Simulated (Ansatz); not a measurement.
Cost and result up the ladder for Cd₅O₅ (10 atoms). Charge 0, multiplicity 1. Geometry: PBE0-D4/def2-SVP.

```xyz
10

Cd    0.926    0.744    1.030
Cd   -0.496   -2.895    1.271
Cd    2.197    0.805   -1.469
Cd   -2.196    0.411    1.465
Cd    1.240   -1.051    3.185
O    -0.217    1.727   -1.573
O     0.488   -1.003   -0.463
O    -0.598    0.051   -2.102
O    -0.576    1.785   -0.342
O    -0.767   -0.575   -1.003
```

Ansatz on 4 threads of Intel Xeon 6975P-C on a shared host. Times are rough, and most runs start from the orbitals of an earlier one. No level here is sound enough to serve as a yardstick. Binding counts from free atoms at the same level (Cd singlet, O triplet; other spins of the atoms weren't run), without zero-point energy or a counterpoise term.

In the def2 sets Cd takes a core potential; there is no spin–orbit coupling. HSE06 is defined as in plane-wave codes, on full-range PBE exchange. Correlated methods freeze 5 core orbitals; core or outer-core shells of Cd are correlated, in sets that lack core-valence functions. The rows differ in basis, and correlated rows in double-zeta sets carry the largest basis error. The structure holds 3 bonds between oxygen atoms, so isomers without such links may lie far lower. Another isomer (singlet) lies 3.22 eV lower at PBE0-D4/def2-TZVP; other spin states weren't run for this one.

Correlated methods converge slowly with the basis, most of all in double-zeta sets.

```
                         level  functions  wall time  binding energy per atom (eV)                        remarks
PBE-D4/def2-TZVP (with forces)        355        6 s                          1.66  restricted SCF unstable in HF
           r2SCAN-D4/def2-TZVP        355      9.5 s                          1.47  restricted SCF unstable in HF
            HSE06-D4/def2-TZVP        355       12 s                          1.32  restricted SCF unstable in HF
             PBE0-D4/def2-TZVP        355       16 s                          1.32  restricted SCF unstable in HF
                  MP2/def2-SVP        225       19 s                          1.24        restricted SCF unstable
```
